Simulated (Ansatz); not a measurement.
**Question.** Name a neutral molecule of C, Se and H with size of the dipole moment (B3LYP/def2-TZVPP) between 0.90 and 1.20 D and LUMO energy (ωB97M-V/def2-TZVPP) between 1.90 and 2.20 eV (Ansatz, PBE0-D4/def2-TZVP geometry).

**Answer.** `C=C[Se]CC` (1.19 D, 2.12 eV). Other molecules can fit too; these were computed, each in one conformer that needn't be the lowest.

B3LYP here is the variant with VWN-RPA as its local correlation; programs differ in this.
